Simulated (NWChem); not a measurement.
CH₇FSi₂; SMILES FC([SiH3])[SiH3]

```xyz
11

F     -1.6797    -0.1682     0.0000
C     -0.4161     0.4343     0.0000
Si     0.4702    -0.0536    -1.6126
Si     0.4702    -0.0536     1.6126
H     -0.5562     1.5326     0.0000
H     -0.3666     0.3440    -2.7823
H      1.7877     0.6504    -1.6717
H      0.6914    -1.5289    -1.6401
H     -0.3666     0.3440     2.7823
H      1.7877     0.6504     1.6717
H      0.6914    -1.5289     1.6401
```
Atoms are numbered in this order, from 1.

Level: PBE0/def2-SVP (NWChem), optimised geometry, unscaled harmonic frequencies. 

Task: List the harmonic frequencies with IR intensities, and the thermochemistry.

Result: 
```csv
frequency (cm⁻¹),IR intensity (km/mol)
122,0.0
152,0.1
161,0.1
236,7.2
256,5.5
504,5.9
549,0.7
571,0.9
669,75.8
772,58.0
839,1.3
895,365.5
931,94.6
932,12.4
938,56.8
943,47.2
943,21.3
1056,49.2
1080,28.5
1291,3.5
2230,34.4
2237,99.0
2246,59.5
2251,83.1
2251,59.3
2255,163.0
3052,6.1
```

```json
{
  "zero_point_energy": "43.4 kcal/mol",
  "thermal correction to the enthalpy at 298.15 K (with zero-point energy)": "48.4 kcal/mol",
  "heat capacity Cv": "24.4 cal/(mol K)",
  "entropy at 298.15 K and 1 atm (symmetry number 1)": "81.3 cal/(mol K)",
  "dipole_moment": "1.37 D"
}
```

Rigid rotor and harmonic oscillator.
